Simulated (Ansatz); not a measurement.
Mulliken charges of CH₆GeSe, SMILES `C[Se][GeH3]` from r2SCAN/def2-TZVPP in Ansatz (PBE0-D4/def2-TZVP geometry).

| atom | x (Å) | y (Å) | z (Å) | charge (e) |
| --- | --- | --- | --- | --- |
| C1 | -0.818 | 1.064 | -0.912 | -0.255 |
| Se2 | 1.066 | 0.539 | -0.853 | -0.194 |
| Ge3 | 0.855 | -1.039 | 0.867 | 0.169 |
| H4 | -1.443 | 0.211 | -1.170 | 0.105 |
| H5 | -0.901 | 1.822 | -1.689 | 0.098 |
| H6 | -1.124 | 1.489 | 0.042 | 0.105 |
| H7 | 2.254 | -1.620 | 1.108 | 0.000 |
| H8 | -0.125 | -2.150 | 0.447 | -0.014 |
| H9 | 0.325 | -0.362 | 2.144 | -0.014 |

Question: By hand: the dipole of these point charges (1 e Å = 4.8032 D).

Answer: Σ q r = (-0.214, -0.159, 0.224) e Å, of length 0.348 e Å = 1.67 D.

Question: How does the dipole of the full density compare? (An estimate is asked.)

Answer: Computed: (-0.279, -0.010, 0.084) e Å, 1.40 D; the point charges give 1.19 times that, at 38° from its direction.

Point charges leave out the atoms' own dipoles, such as those of lone pairs, and Mulliken's split depends on the basis, so the two needn't agree.
